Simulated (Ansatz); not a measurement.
Reaction (formal exchange of groups at a B–Si bond): `NB(F)[SiH2]Cl` + SiH₄ → `NB(F)[SiH3]` + `[SiH3]Cl`

Program: Ansatz. Geometries: PBE0-D4/def2-TZVP. ΔE: electronic, gas phase. CCSD(T)/CBS is the MP2 limit (def2-TZVPP, def2-QZVPP) plus CCSD(T) − MP2 in def2-TZVPP, frozen cores. This one scheme is used for every species. Functionals use def2-TZVPP. One conformer a species, not always the lowest.

`NB(F)[SiH2]Cl`:

Z-matrix (Å, degrees):
```
Si
Cl 1 2.077
B 1 2.028 2 107.6
H 1 1.485 2 107.2 3 -122.0
H 1 1.485 2 107.1 3 122.0
F 3 1.342 1 119.7 2 -179.7
N 3 1.386 1 121.0 2 0.4
H 7 1.006 3 121.9 1 -0.0
H 7 1.008 3 123.1 1 179.9
```

SiH₄:

```xyz
5

Si    0.000    0.000    0.000
H    -0.465    1.392   -0.220
H    -0.868   -0.937   -0.757
H    -0.069   -0.321    1.448
H     1.402   -0.134   -0.471
```

`NB(F)[SiH3]`:

Cartesian coordinates in Å:
```
N 0.669 0.750 -1.313
B 0.691 -0.202 -0.298
F 1.760 -1.013 -0.226
Si -0.814 -0.405 1.050
H 1.416 0.847 -1.982
H -0.090 1.395 -1.438
H -1.431 -1.758 0.964
H -0.317 -0.219 2.441
H -1.883 0.605 0.803
```

`[SiH3]Cl`:

```xyz
5

Si    0.009   -0.093    0.088
Cl   -0.135    1.389   -1.326
H     1.405   -0.140    0.580
H    -0.361   -1.381   -0.541
H    -0.918    0.225    1.198
```

```csv
level,ΔE (kJ/mol)
ωB97M-V,8.0
SCS-MP2/def2-QZVPP,6.9
```

Question: What does CCSD(T)/CBS give? (Best estimate.)

Answer: The calculation gave: +7.2 kJ/mol. The listed levels differ from it by 0.8, -0.3 kJ/mol.

Largest T1 diagnostic among the species: 0.013.

The D4 term adds +3.5 kJ/mol with B3LYP and +2.0 kJ/mol with PBE0; it sums over pairs of atoms, weighted by their polarisabilities, and B3LYP, whose exchange is more repulsive, gets the larger term.

B3LYP here is the variant with VWN-RPA as its local correlation; programs differ in this.
